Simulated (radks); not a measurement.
Question: All-electron atom: Mg2+ in [Ne]. All-electron calculation, scalar-relativistic Kohn-Sham, PBE, spin-polarised, spherical densities, finite nucleus; Fermi nuclear charge, rms radius 3.057 fm. Program: a radial shooting solver on a logarithmic mesh with Libxc functionals. Some entries of the table are withheld. Estimate them.

orbital,occ.,eigenvalue (eV),<r> (bohr)
1s,2,(1),0.1306
2s,2,(2),0.6949
2p,6,(3),(4)

Answer: 
(1) 1s eigenvalue (eV): -1280.209
(2) 2s eigenvalue (eV): -99.9683
(3) 2p eigenvalue (eV): -66.7054
(4) 2p <r> (bohr): 0.6837
